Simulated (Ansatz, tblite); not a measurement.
Cost and result up the ladder for [TcS4]- (TcS4⁻) (5 atoms). The state is a singlet with charge -1. Geometry: PBE0-D4/def2-SVPD.

```xyz
5

Tc    0.0000    0.0000    0.0000
S    -1.7877    1.0266   -0.5034
S     1.6672    1.0638   -0.7695
S    -0.0436   -1.9491   -0.8381
S     0.1642   -0.1412    2.1110
```

Ansatz on 2 threads of Arm Neoverse N1 on a shared host; xTB runs through tblite on one thread. Times are rough, summed over both states, and most runs start from the orbitals of an earlier one. No level here is sound enough to serve as a yardstick. The other state is a triplet.

In the def2 sets Tc takes a core potential; there is no spin–orbit coupling. The xTB rows come from tblite.

xTB has no spin-polarisation term.

```
                          level  functions  wall time  vertical triplet (eV)                                  remarks
                       GFN2-xTB         45    0.022 s                   1.63                                        –
                       GFN1-xTB         45    0.025 s                   1.84                                        –
PBE-D4/def2-TZVPD (with forces)        224       39 s                   1.50  restricted SCF unstable in HF (singlet)
           r2SCAN-D4/def2-TZVPD        224    2.7 min                   1.44  restricted SCF unstable in HF (singlet)
```
